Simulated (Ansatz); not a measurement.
# What each rung costs, and what it gives

Saddle point of Al2H4ClO4, doublet (Al₂H₄ClO₄ ([OH][Al]1[O][Al]([OH2])([Cl])[OH]1) → Al₂H₄ClO₄ ([OH][Al]1[OH][Al]([OH])([Cl])[OH]1); bonds formed: O2–H7; dative contacts that become bonds: Al1–O8; bonds broken: H7–O8), PBE0-D4/def2-TZVP structure:

Al1  (0.093, -0.010, 1.013)
O2  (1.095, 0.259, -0.404)
Al3  (-0.179, -0.015, -1.636)
O4  (-1.334, -0.124, -0.034)
O5  (-0.378, -1.623, -2.210)
Cl6  (0.198, -1.183, 2.733)
H7  (1.113, 1.426, 0.348)
O8  (0.587, 1.762, 1.289)
H9  (-2.095, -0.703, 0.029)
H10  (-0.258, -1.845, -3.132)
H11  (1.158, 2.055, 2.003)
(Å)

Barriers are electronic and count from the start structure reached by relaxing down the imaginary mode. Spin–orbit coupling is left out.

Program: Ansatz 0.2.0. Basis: as named in each row. Cores are frozen in the correlated methods; orbitals are unrestricted. B3LYP uses VWN-RPA correlation. Extrapolation: Hartree–Fock as exp(−7.88 √X), correlation as X^−2.97.

Times are rough, for one single point on 4 threads of a shared host (AMD EPYC 7R13), with one NVIDIA H100 (or a share of it) where marked.

The estimate by CCSD(T) at an estimated basis limit (MP2 extrapolated from triple and quadruple zeta, plus CCSD(T) − MP2 in triple zeta) is 5.99 kcal/mol.

```tsv
method	basis	time (s)	barrier (kcal/mol)	method less estimate
HF	STO-3G	under 1	-3.48	-9.48
PBE-D4	STO-3G	1	-24.32	-30.31
SPW92	def2-SVP	2	-4.58	-10.57
PBE-D4	def2-SVP	2	-0.34	-6.33
B3LYP-D4	6-31G	3	2.22	-3.77
PBE0-D4	def2-SVP	4	1.58	-4.41
CCSD(T)	def2-SVP	7 (H100)	4.38	-1.62
SPW92	def2-TZVPP	10 (H100)	-1.36	-7.35
MP2	def2-QZVPP	11 (H100)	5.03	-0.96
PBE-D4	def2-TZVPP	11 (H100)	2.54	-3.45
BLYP-D4	def2-TZVPP	11 (H100)	4.15	-1.84
wB97M-V	def2-SVP	12	2.73	-3.26
r2SCAN-D4	def2-TZVPP	13 (H100)	3.62	-2.38
BHLYP-D4	def2-TZVPP	14 (H100)	7.03	1.04
B97M-V	def2-TZVPP	15 (H100)	6.75	0.76
wB97X-V	def2-TZVPP	16 (H100)	5.39	-0.61
B3LYP-D4	def2-TZVPP	17 (H100)	5.08	-0.91
RPA on PBE	def2-TZVPP	17 (H100)	5.13	-0.86
PBE0-D4	def2-TZVPP	18 (H100)	4.04	-1.95
r2SCAN0-D4	def2-TZVPP	18 (H100)	4.70	-1.30
CAM-B3LYP-D4	def2-TZVPP	18 (H100)	4.81	-1.18
B2PLYP	def2-TZVPP	18 (H100)	5.44	-0.55
PBE-QIDH	def2-TZVPP	18 (H100)	5.00	-0.99
CCSD(T)	def2-TZVPP	25 (H100)	5.74	-0.25
wB97M-V	def2-TZVPP	31 (H100)	5.56	-0.43
```

All methods are single points on the PBE0-D4 structures; a negative value means that the method puts the saddle structure below the start.

No T1 diagnostic of these runs exceeds 0.014. ⟨S²⟩ of the unrestricted Hartree–Fock references: 0.75 (a pure state has 0.75).

Labels in which every atom is bracketed show which atoms are joined, not bond orders.
